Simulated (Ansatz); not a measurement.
**Molecular dynamics of Cl3H2NSi**

Input file:

```yaml
crystal:
  periodic: [false, false, false]
  atoms:
    - { symbol: Si, position_ang: [0.004167, -0.007581, 0.062885] }
    - { symbol: "N", position_ang: [0.054684, -0.100653, 1.745454] }
    - { symbol: H, position_ang: [-0.769262, -0.379544, 2.296677] }
    - { symbol: H, position_ang: [0.74823, 0.426302, 2.295392] }
    - { symbol: Cl, position_ang: [1.971045, 0.006735, -0.641275] }
    - { symbol: Cl, position_ang: [-0.932967, 1.705753, -0.721018] }
    - { symbol: Cl, position_ang: [-1.073696, -1.651011, -0.646016] }
basis:
  gaussian: { orbitals: STO-3G }
hamiltonian:
  xc: pbe0
md:
  timestep: 1.0
  n_steps: 250
  ensemble: nve
  temperature: 1500.0
  initial_velocities: maxwell_boltzmann
  seed: 730213
```

Run as:

```bash
$ ansatz run input.yaml --threads 1 --pin off --max-ram 2048MiB --backend cpu --events-out ev --progress --plain --runs-dir out
```

It starts from a relaxed structure.

Output, in part (one step line in 5, the closing report, with atoms numbered from 0):

```
md step     0: t =     0.00 fs  T =  1500.0 K  F+E_penalty+E_count = -46436.99409375 eV  E_kin = 0.969450 eV  conserved = -46436.02464376 eV  (19 SCF iters)
md step     5: t =     5.00 fs  T =   958.7 K  F+E_penalty+E_count = -46436.62102989 eV  E_kin = 0.619576 eV  conserved = -46436.00145400 eV  (23 SCF iters)
md step    10: t =    10.00 fs  T =   785.7 K  F+E_penalty+E_count = -46436.48349368 eV  E_kin = 0.507779 eV  conserved = -46435.97571479 eV  (24 SCF iters)
md step    15: t =    15.00 fs  T =   816.1 K  F+E_penalty+E_count = -46436.51042603 eV  E_kin = 0.527466 eV  conserved = -46435.98296023 eV  (24 SCF iters)
md step    20: t =    20.00 fs  T =   978.3 K  F+E_penalty+E_count = -46436.64609436 eV  E_kin = 0.632289 eV  conserved = -46436.01380555 eV  (24 SCF iters)
md step    25: t =    25.00 fs  T =   815.6 K  F+E_penalty+E_count = -46436.55006546 eV  E_kin = 0.527107 eV  conserved = -46436.02295865 eV  (23 SCF iters)
md step    30: t =    30.00 fs  T =   721.8 K  F+E_penalty+E_count = -46436.46522430 eV  E_kin = 0.466486 eV  conserved = -46435.99873793 eV  (24 SCF iters)
md step    35: t =    35.00 fs  T =   483.5 K  F+E_penalty+E_count = -46436.28586672 eV  E_kin = 0.312467 eV  conserved = -46435.97340017 eV  (24 SCF iters)
md step    40: t =    40.00 fs  T =   308.4 K  F+E_penalty+E_count = -46436.18230742 eV  E_kin = 0.199321 eV  conserved = -46435.98298634 eV  (24 SCF iters)
md step    45: t =    45.00 fs  T =   753.5 K  F+E_penalty+E_count = -46436.50976444 eV  E_kin = 0.486963 eV  conserved = -46436.02280173 eV  (23 SCF iters)
md step    50: t =    50.00 fs  T =   874.6 K  F+E_penalty+E_count = -46436.58304877 eV  E_kin = 0.565223 eV  conserved = -46436.01782595 eV  (24 SCF iters)
md step    55: t =    55.00 fs  T =   597.4 K  F+E_penalty+E_count = -46436.38225950 eV  E_kin = 0.386091 eV  conserved = -46435.99616843 eV  (24 SCF iters)
md step    60: t =    60.00 fs  T =   338.4 K  F+E_penalty+E_count = -46436.19639737 eV  E_kin = 0.218722 eV  conserved = -46435.97767495 eV  (25 SCF iters)
md step    65: t =    65.00 fs  T =   739.7 K  F+E_penalty+E_count = -46436.47410717 eV  E_kin = 0.478048 eV  conserved = -46435.99605946 eV  (24 SCF iters)
md step    70: t =    70.00 fs  T =   883.1 K  F+E_penalty+E_count = -46436.58906215 eV  E_kin = 0.570766 eV  conserved = -46436.01829625 eV  (24 SCF iters)
md step    75: t =    75.00 fs  T =   779.9 K  F+E_penalty+E_count = -46436.51488553 eV  E_kin = 0.504057 eV  conserved = -46436.01082883 eV  (24 SCF iters)
md step    80: t =    80.00 fs  T =   654.6 K  F+E_penalty+E_count = -46436.41293136 eV  E_kin = 0.423058 eV  conserved = -46435.98987298 eV  (23 SCF iters)
md step    85: t =    85.00 fs  T =   674.1 K  F+E_penalty+E_count = -46436.41613219 eV  E_kin = 0.435698 eV  conserved = -46435.98043369 eV  (21 SCF iters)
md step    90: t =    90.00 fs  T =   553.6 K  F+E_penalty+E_count = -46436.35974429 eV  E_kin = 0.357800 eV  conserved = -46436.00194468 eV  (24 SCF iters)
md step    95: t =    95.00 fs  T =   836.3 K  F+E_penalty+E_count = -46436.55551895 eV  E_kin = 0.540490 eV  conserved = -46436.01502918 eV  (24 SCF iters)
md step   100: t =   100.00 fs  T =   991.2 K  F+E_penalty+E_count = -46436.65227075 eV  E_kin = 0.640607 eV  conserved = -46436.01166355 eV  (24 SCF iters)
md step   105: t =   105.00 fs  T =   779.5 K  F+E_penalty+E_count = -46436.49793753 eV  E_kin = 0.503783 eV  conserved = -46435.99415425 eV  (24 SCF iters)
md step   110: t =   110.00 fs  T =   424.1 K  F+E_penalty+E_count = -46436.25059911 eV  E_kin = 0.274093 eV  conserved = -46435.97650624 eV  (24 SCF iters)
md step   115: t =   115.00 fs  T =   978.5 K  F+E_penalty+E_count = -46436.63306940 eV  E_kin = 0.632414 eV  conserved = -46436.00065524 eV  (24 SCF iters)
md step   120: t =   120.00 fs  T =  1130.2 K  F+E_penalty+E_count = -46436.74133149 eV  E_kin = 0.730451 eV  conserved = -46436.01088028 eV  (23 SCF iters)
md step   125: t =   125.00 fs  T =  1084.0 K  F+E_penalty+E_count = -46436.71515421 eV  E_kin = 0.700566 eV  conserved = -46436.01458781 eV  (25 SCF iters)
md step   130: t =   130.00 fs  T =   961.7 K  F+E_penalty+E_count = -46436.62784107 eV  E_kin = 0.621575 eV  conserved = -46436.00626561 eV  (24 SCF iters)
md step   135: t =   135.00 fs  T =  1036.4 K  F+E_penalty+E_count = -46436.65182057 eV  E_kin = 0.669838 eV  conserved = -46435.98198233 eV  (24 SCF iters)
md step   140: t =   140.00 fs  T =   707.4 K  F+E_penalty+E_count = -46436.43382038 eV  E_kin = 0.457183 eV  conserved = -46435.97663763 eV  (23 SCF iters)
md step   145: t =   145.00 fs  T =   986.6 K  F+E_penalty+E_count = -46436.64531242 eV  E_kin = 0.637612 eV  conserved = -46436.00770052 eV  (24 SCF iters)
md step   150: t =   150.00 fs  T =  1091.5 K  F+E_penalty+E_count = -46436.72978702 eV  E_kin = 0.705412 eV  conserved = -46436.02437493 eV  (24 SCF iters)
md step   155: t =   155.00 fs  T =   814.0 K  F+E_penalty+E_count = -46436.53411740 eV  E_kin = 0.526089 eV  conserved = -46436.00802857 eV  (23 SCF iters)
md step   160: t =   160.00 fs  T =   294.7 K  F+E_penalty+E_count = -46436.16389913 eV  E_kin = 0.190433 eV  conserved = -46435.97346586 eV  (23 SCF iters)
md step   165: t =   165.00 fs  T =   568.2 K  F+E_penalty+E_count = -46436.34968281 eV  E_kin = 0.367256 eV  conserved = -46435.98242680 eV  (23 SCF iters)
md step   170: t =   170.00 fs  T =   736.3 K  F+E_penalty+E_count = -46436.48943640 eV  E_kin = 0.475857 eV  conserved = -46436.01357980 eV  (23 SCF iters)
md step   175: t =   175.00 fs  T =   792.0 K  F+E_penalty+E_count = -46436.53333916 eV  E_kin = 0.511901 eV  conserved = -46436.02143781 eV  (23 SCF iters)
md step   180: t =   180.00 fs  T =   758.0 K  F+E_penalty+E_count = -46436.49258217 eV  E_kin = 0.489873 eV  conserved = -46436.00270903 eV  (24 SCF iters)
md step   185: t =   185.00 fs  T =   815.9 K  F+E_penalty+E_count = -46436.51365256 eV  E_kin = 0.527312 eV  conserved = -46435.98634013 eV  (24 SCF iters)
md step   190: t =   190.00 fs  T =   544.2 K  F+E_penalty+E_count = -46436.33220940 eV  E_kin = 0.351693 eV  conserved = -46435.98051630 eV  (21 SCF iters)
md step   195: t =   195.00 fs  T =   884.7 K  F+E_penalty+E_count = -46436.57468570 eV  E_kin = 0.571774 eV  conserved = -46436.00291186 eV  (23 SCF iters)
md step   200: t =   200.00 fs  T =  1096.2 K  F+E_penalty+E_count = -46436.72120029 eV  E_kin = 0.708458 eV  conserved = -46436.01274202 eV  (24 SCF iters)
md step   205: t =   205.00 fs  T =   839.6 K  F+E_penalty+E_count = -46436.55031368 eV  E_kin = 0.542644 eV  conserved = -46436.00766984 eV  (23 SCF iters)
md step   210: t =   210.00 fs  T =   663.5 K  F+E_penalty+E_count = -46436.42484386 eV  E_kin = 0.428827 eV  conserved = -46435.99601662 eV  (23 SCF iters)
md step   215: t =   215.00 fs  T =   749.7 K  F+E_penalty+E_count = -46436.46798556 eV  E_kin = 0.484515 eV  conserved = -46435.98347054 eV  (24 SCF iters)
md step   220: t =   220.00 fs  T =   883.8 K  F+E_penalty+E_count = -46436.56784764 eV  E_kin = 0.571169 eV  conserved = -46435.99667863 eV  (24 SCF iters)
md step   225: t =   225.00 fs  T =   810.9 K  F+E_penalty+E_count = -46436.53186337 eV  E_kin = 0.524078 eV  conserved = -46436.00778494 eV  (22 SCF iters)
md step   230: t =   230.00 fs  T =  1133.5 K  F+E_penalty+E_count = -46436.75317846 eV  E_kin = 0.732563 eV  conserved = -46436.02061589 eV  (24 SCF iters)
md step   235: t =   235.00 fs  T =   825.2 K  F+E_penalty+E_count = -46436.52969715 eV  E_kin = 0.533316 eV  conserved = -46435.99638159 eV  (24 SCF iters)
md step   240: t =   240.00 fs  T =   628.0 K  F+E_penalty+E_count = -46436.37877053 eV  E_kin = 0.405845 eV  conserved = -46435.97292572 eV  (23 SCF iters)
md step   245: t =   245.00 fs  T =   699.1 K  F+E_penalty+E_count = -46436.43513258 eV  E_kin = 0.451846 eV  conserved = -46435.98328634 eV  (24 SCF iters)
md step   250: t =   250.00 fs  T =  1184.6 K  F+E_penalty+E_count = -46436.78204432 eV  E_kin = 0.765585 eV  conserved = -46436.01645966 eV  (21 SCF iters)
Total energy: -46436.78206126 eV, -1706.5202647697 hartree
Atom 0 at     0.018200    -0.008284    -0.028555 Å, force    -0.816990     0.240093     0.797019 eV/Å
Atom 1 at    -0.068510    -0.158209     1.676209 Å, force    -1.215117    -0.530810     0.206059 eV/Å
Atom 2 at     0.423812     0.539641     2.246053 Å, force     0.044524     0.278488     0.461965 eV/Å
Atom 3 at    -0.998787    -0.472106     2.122228 Å, force     1.767343     0.661293    -0.881231 eV/Å
Atom 4 at     2.020995     0.030593    -0.648410 Å, force    -0.369127     0.005063    -0.005793 eV/Å
Atom 5 at    -0.952575     1.793808    -0.713425 Å, force     0.496751    -0.901983     0.001917 eV/Å
Atom 6 at    -1.050728    -1.740217    -0.540308 Å, force     0.092614     0.247856    -0.579936 eV/Å
Dipole moment:    -0.059889     0.092371     0.577335 e Å
```

All steps were run. The conserved energy wandered by up to 8.4 meV per atom (net 1.2 meV per atom), which is poor conservation. Over the second half the temperature averaged 0.54 of the 1500 K drawn at the start: a run that starts near a minimum puts about half its kinetic energy into the potential. A run of 0.25 ps of so small a system gives no equilibrium averages. Limits of this set-up: minimal basis.

The same pairs are bonded in the first frame and the last. Pairs count as bonded within 1.25 times the sum of covalent radii (0.12 Å more for H–H).

Last frame:

```xyz
7
Properties=species:S:1:pos:R:3
Si 0.018 -0.008 -0.029
N -0.069 -0.158 1.676
H 0.424 0.540 2.246
H -0.999 -0.472 2.122
Cl 2.021 0.031 -0.648
Cl -0.953 1.794 -0.713
Cl -1.051 -1.740 -0.540
```

Time of the run: 14 min on 1 thread of Arm Neoverse N1 (shared host), peak memory 0.11 GiB.
